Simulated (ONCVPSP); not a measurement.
Reading a pseudo-wave (germanium)

Columns: radius, all-electron u(r) and pseudo u(r) of the 3d shell (level -49.19 eV) of germanium in the configuration [Ne] 3s2 3p6 3d10 4s2; PBE, scalar-relativistic, ONCV scheme, ONCVPSP 4.0.1.

```tsv
r (bohr)	all-electron	pseudo
0.050	0.0335	0.0065
0.100	0.1668	0.0490
0.150	0.3639	0.1510
0.200	0.5737	0.3158
0.250	0.7628	0.5272
0.300	0.9151	0.7539
0.350	1.0274	0.9613
0.400	1.1011	1.1210
0.450	1.1416	1.2194
0.500	1.1546	1.2558
0.550	1.1466	1.2429
0.600	1.1229	1.1978
0.650	1.0881	1.1369
0.700	1.0459	1.0723
0.750	0.9988	1.0104
0.800	0.9492	0.9529
0.850	0.8983	0.8990
0.900	0.8474	0.8474
0.950	0.7973	0.7972
1.000	0.7485	0.7484
1.050	0.7015	0.7013
1.100	0.6564	0.6562
1.150	0.6134	0.6133
1.200	0.5726	0.5725
1.250	0.5340	0.5339
1.300	0.4976	0.4975
```

How many radial nodes do the two functions have?

The all-electron 3d function has n − l − 1 = 0; the pseudo-wave has 0.

At about which radius was the pseudo-wave matched?

1.00 bohr. The columns agree to 0.0005 from 0.90 bohr on; several derivatives are matched, so the curves merge somewhat inside the radius.

Is the pseudo-wave norm-conserving?

Yes: the ONCV scheme keeps the norm inside the radius equal to the all-electron one, which fixes the energy derivative of the logarithmic derivative at the level.
